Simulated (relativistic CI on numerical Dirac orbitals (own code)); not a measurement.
Ni³⁺ in a cubic cluster: 1s photoemission with charge transfer

Computed with a charge-transfer multiplet model of a cubic metal-ligand cluster with up to 3 ligand holes, Slater and spin-orbit integrals from Dirac-Coulomb-Breit ions, Slater integrals scaled by 0.9. The ground state mixes d7 with configurations of k ligand holes L, whose averages lie at kΔ + k(k − 1)U_dd/2; a core hole lowers each added d electron by U_cd. 300 K, Lorentzian 1.1 eV and Gaussian 0.6 eV FWHM.

Atomic integrals in eV (Slater integrals scaled, ζ unscaled), ground: F2dd 11.900, F4dd 7.429, zeta_d 0.089; with the core hole: F2dd 13.378, F4dd 8.389, zeta_d 0.123, G2cd 0.080.

Cluster parameters (eV): U_dd = 7.4, U_cd = 9.6, 10Dq = 1.65, 10Dq(ligand) = 1.6, V(eg) = 3.2, V(t2g) = -1.58, final-state hopping factor = 1.

| Case | n_d | d7 | d8L | d9L2 | d10L3 | S |
| --- | --- | --- | --- | --- | --- | --- |
| Δ = 0.6 eV | 7.78 | 0.33 | 0.56 | 0.10 | 0.00 | 0.51 |
| Δ = 2.6 eV | 7.61 | 0.45 | 0.48 | 0.06 | 0.00 | 0.52 |
| Δ = 3.6 eV | 7.53 | 0.52 | 0.43 | 0.05 | 0.00 | 0.53 |
| Δ = 4.6 eV | 7.46 | 0.58 | 0.39 | 0.04 | 0.00 | 0.56 |
| Δ = 6.6 eV | 7.31 | 0.71 | 0.28 | 0.02 | 0.00 | 0.82 |

Weights, n_d and S are thermal averages at 300 K. Binding energies count from the first peak over 30 % of the highest in each spectrum, which can be another peak from case to case. The parameters are a model scan and need not match a compound or its usual spin state. Peaks in eV (height, largest 100):
- Δ = 0.6 eV: 0.0 (100), 9.6 (36), 17.2 (6)
- Δ = 2.6 eV: 0.0 (100), 9.8 (35), 17.9 (10)
- Δ = 3.6 eV: 0.0 (100), 9.9 (36), 17.6 (9)
- Δ = 4.6 eV: 0.0 (100), 10.0 (38), 17.1 (8)
- Δ = 6.6 eV: 0.0 (100), 1.8 (35), 5.1 (6), 10.0 (45)

For the case Δ = 3.6 eV, Δ = 3.6 eV is smaller than U_dd = 7.4 eV, the charge-transfer side of the Zaanen-Sawatzky-Allen scheme. With the core hole the configuration with one ligand hole lies at Δ − U_cd = -9.0, -7.0, -6.0, -5.0, -3.0 eV from the one without, in the order of the table; where this is negative the screened configuration lies lower, though the effective hopping of about 5.0 eV (from the holes of the mixed ground state) mixes the two strongly wherever it is as large as the gap.
